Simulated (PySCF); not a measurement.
## InGe⁻: frontier orbitals

MN15 at R = 2.685 Å; In aug-cc-pVDZ-PP with ECP28, Ge aug-cc-pVDZ-PP with ECP10; scalar-relativistic core potentials (PySCF 2.14). State: ³Σ⁻ (triplet), unpaired electrons π ↑↑. Only the outer orbitals are listed, counted within each symmetry, core potentials removing the inner ones.

```tsv
spin	orbital	occ.	ε (eV)	on In (%)	main shells (%)
α	7σ	1	-9.25	11	87 Ge s, 11 In s
α	8σ	1	-5.19	74	72 In s, 13 Ge s, 12 Ge p
α	5π	1	-1.11	24	75 Ge p, 23 In p
α	5π	1	-1.11	24	75 Ge p, 23 In p
α	9σ	1	-0.56	50	47 Ge p, 36 In p, 13 In s
α	6π	0	2.74	88	87 In p, 12 Ge p
α	6π	0	2.74	88	87 In p, 12 Ge p
β	7σ	1	-8.08	25	75 Ge s, 21 In s
β	8σ	1	-4.80	74	72 In s, 16 Ge s, 9 Ge p
β	9σ	1	-0.17	53	43 In p, 41 Ge p, 11 In s
β	5π	0	2.01	64	64 In p, 36 Ge p
β	5π	0	2.01	64	64 In p, 36 Ge p
```

Question: Which are the highest filled and the lowest empty level, where do they sit, and how wide is the gap?

Answer: Highest filled β 9σ at -0.17 eV (in %: 43 In p, 41 Ge p, 11 In s); lowest empty β 5π at 2.01 eV (in %: 64 In p, 36 Ge p); the gap at MN15 is 2.18 eV. An empty level above zero is unbound, and its energy depends on the basis.

| Quantity | Value |
| --- | --- |
| bond order (Mayer) | 1.61 |
| ⟨S²⟩ | 2.012 |
| charge on In (Mulliken, basis-dependent) | -0.39 |
| charge on In (Löwdin, basis-dependent) | -0.40 |
| dipole moment (positive dipole points towards Ge; it is taken about the centre of mass and depends on that origin) | -1.63 D |

Spin–orbit coupling is left out. The state is the lowest determinant that a PBE0 search found; another state may lie lower at other levels.
